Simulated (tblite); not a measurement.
Species: C₇H₁₃FOSi.
Geometry (GFN2-xTB, Å), atoms numbered from 1 in this order:
```xyz
23
C7H13FOSi angstrom
C      2.3578   -0.7221   -1.0537
C      1.6420    0.4779   -0.4856
C      1.7887    0.8580    0.9510
C      0.4598    0.3495    0.4528
C      0.0037   -1.0266    0.9101
O     -0.9910   -1.5933    0.0815
C     -2.2627   -1.0136    0.2059
C     -2.3442    0.3673   -0.4513
F     -3.6113    0.8899   -0.2206
Si    -0.9973    1.5323    0.2650
H      3.2756   -0.4040   -1.5455
H      1.7320   -1.2279   -1.7868
H      2.6224   -1.4350   -0.2776
H      1.5825    1.2988   -1.1923
H      2.3642    0.2024    1.5889
H      1.8753    1.9017    1.2143
H      0.8232   -1.7473    0.8928
H     -0.3743   -0.9576    1.9436
H     -2.9562   -1.7087   -0.2769
H     -2.5464   -0.9202    1.2657
H     -2.2662    0.2553   -1.5383
H     -0.7180    2.6315   -0.6589
H     -1.4644    2.0184    1.5675
```

Computed values, GFN2-xTB/tblite, gas phase, harmonic and unscaled. This tight-binding method is rough: wavenumbers can miss measured ones by several per cent, in bad cases by 10 to 20. Modes of hydrogen on silicon can be 10 to 20 % off. One conformer, not necessarily the lowest.

Harmonic wavenumbers (cm⁻¹): 41.6, 86.6, 126.2, 151.4, 207.5, 250.9, 256.3, 278.4, 323.0, 354.3, 404.6, 407.4, 459.0, 505.1, 534.7, 551.9, 645.4, 672.5, 697.9, 765.1, 835.8, 867.1, 901.7, 927.2, 958.7, 986.2, 1022.8, 1026.6, 1031.4, 1059.0, 1062.1, 1099.6, 1108.3, 1127.5, 1162.2, 1176.6, 1208.7, 1250.5, 1262.0, 1280.5, 1295.5, 1327.3, 1336.2, 1402.1, 1419.4, 1456.3, 1471.6, 1477.4, 1492.8, 1502.2, 2253.0, 2279.4, 2836.6, 2864.0, 2920.0, 2955.7, 2980.0, 3017.6, 3022.6, 3028.5, 3046.6, 3077.2, 3085.7.

A = 1985, B = 793.7, C = 667.0 MHz; mass 160.072 u (most abundant isotopes); point group C1, symmetry number 1.

**Question.** What is the zero-point energy?

**Answer.** Half the sum of the wavenumbers: 40311 cm⁻¹ = 482.22 kJ/mol.

**Question.** Entropy at 200 K, 1 bar (ideal gas, RRHO, classical rotation)?

**Answer.** Translation 163.86, rotation 120.98, vibration 81.98: S = 366.8 J/(mol K).

**Question.** And Cp and H(200 K) − H(0)?

**Answer.** Cp = 133.07 J/(mol K), of which vibrations give 99.82 (their classical limit is 63 R = 523.8); H(200 K) − H(0) = 15.99 kJ/mol without the zero-point energy, 9.34 from vibrations.

**Question.** How do the functions run with temperature in this model?

**Answer.** 
```csv
T (K),S (J/(mol K)),Cp (J/(mol K)),H − H(0) (kJ/mol),G − H(0) (kJ/mol),ln q(vib)
50,250.5,52.5,2.05,-10.48,0.49
100,295.1,79.6,5.34,-24.17,1.58
298.15,429.9,187.1,31.69,-96.50,7.07
373.15,476.4,227.8,47.26,-130.49,9.31
500,551.6,287.2,80.07,-195.74,13.16
750,684.9,369.3,162.96,-350.74,20.70
1000,798.9,421.6,262.27,-536.58,27.84
```

q(vib) and H(0) count from the zero-point level.

**Question.** What must be added to the electronic energy to get the Gibbs energy at 200 K and 1 bar?

**Answer.** ZPE + [H(200 K) − H(0)] − T·S = 482.22 + 15.99 − 73.36 = 424.85 kJ/mol.

Hindered rotation and anharmonicity are outside this model. Other conformers, if any are populated, would add a mixing term that is left out. The structure is chiral; the term R ln 2 for an equal mix with its mirror image is left out.
